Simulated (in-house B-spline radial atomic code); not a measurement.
The numbers below are computed, except where a source is named.
## Ar in an electron gas of r_s = 1.8: phase shifts, screening and friction

A nucleus sits in a uniform electron gas with a rigid positive background. The Kohn-Sham equations are solved self-consistently in the spin-unpolarised LDA (PW92), non-relativistic, on B-splines with outgoing waves at the boundary and partial waves to l = 8. The model has no lattice, no bands and no magnetic solution. Atomic units; δ_l are the phase shifts at the Fermi level, counted so that each bound state adds π, and good to about 0.0005.

The density parameter is r_s = 1.8 bohr.

| l | δ_l (rad) |
| --- | --- |
| 0 | 7.7384 |
| 1 | 5.2871 |
| 2 | 0.8132 |
| 3 | 0.0641 |
| 4 | 0.0129 |
| 5 | 0.0031 |
| 6 | 0.0007 |
| 7 | 0.0003 |
| 8 | 0.0001 |

Bound levels below the band bottom (hartree): s -113.3, s -10.34, p -7.99, s -0.5293, p -0.06294.

Problem. Check the Friedel sum rule, and say where the screening charge sits.

Solution. k_F = (9π/4)^(1/3)/r_s = 1.06620. The rule is Z = (2/π) Σ (2l + 1) δ_l. The terms are s 4.926, p 10.098, d 2.588, f 0.286 and 0.105 beyond, in all 18.004 against Z = 18. Bound states hold 6 s, 12 p, 0 d electrons, so the scattering states carry 0.00 in all; where a term is smaller than its bound count, the bound level has drawn weight out of the band.

Problem. Find the transport cross section and the electronic stopping of a 2 keV Ar ion (mass 39.95 u).

Solution. σ_tr = (4π/k_F²) Σ (l + 1) sin²(δ_l − δ_(l+1)). The terms for l = 0 to 3 are 0.4055, 1.8884, 1.3912, 0.0105, all together 3.6960, so σ_tr = 11.054 × 3.6960 = 40.857 bohr². With n = 3/(4π r_s³) = 0.04093, the friction coefficient is Q = n k_F σ_tr = 1.7832. For v well below v_F = 1.066, dE/dx = Q v; with 24801 eV per u at v = 1, v = √(2000/(24801 × 39.95)) = 0.0449, so dE/dx = 0.08012 hartree/bohr = 41.2 eV/nm. The largest term couples the p and d waves.
